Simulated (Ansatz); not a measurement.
Mulliken charges of `F[SiH](Cl)O[SiH3]` from PBE/def2-TZVPP in Ansatz (PBE0-D4/def2-TZVP geometry).

| atom | x (Å) | y (Å) | z (Å) | charge (e) |
| --- | --- | --- | --- | --- |
| F1 | -2.312 | -0.645 | -0.746 | -0.256 |
| Si2 | -1.489 | 0.121 | 0.370 | 0.621 |
| Cl3 | -1.585 | 2.108 | -0.061 | -0.208 |
| O4 | 0.033 | -0.383 | 0.355 | -0.282 |
| Si5 | 1.554 | -0.291 | -0.271 | 0.335 |
| H6 | -2.106 | -0.143 | 1.674 | -0.066 |
| H7 | 2.451 | -1.051 | 0.630 | -0.048 |
| H8 | 1.566 | -0.889 | -1.628 | -0.048 |
| H9 | 1.977 | 1.128 | -0.340 | -0.047 |

**Question.** By hand: the dipole of these point charges (1 e Å = 4.8032 D).

**Answer.** Σ q r = (0.361, -0.138, 0.196) e Å, of length 0.433 e Å = 2.08 D.

**Question.** How does the dipole of the full density compare? (Best estimate.)

**Answer.** The calculation gave: (0.232, -0.054, 0.133) e Å, 1.31 D; the point charges give 1.59 times that, at 7° from its direction.

Point charges leave out the atoms' own dipoles, such as those of lone pairs, and Mulliken's split depends on the basis, so the two needn't agree.
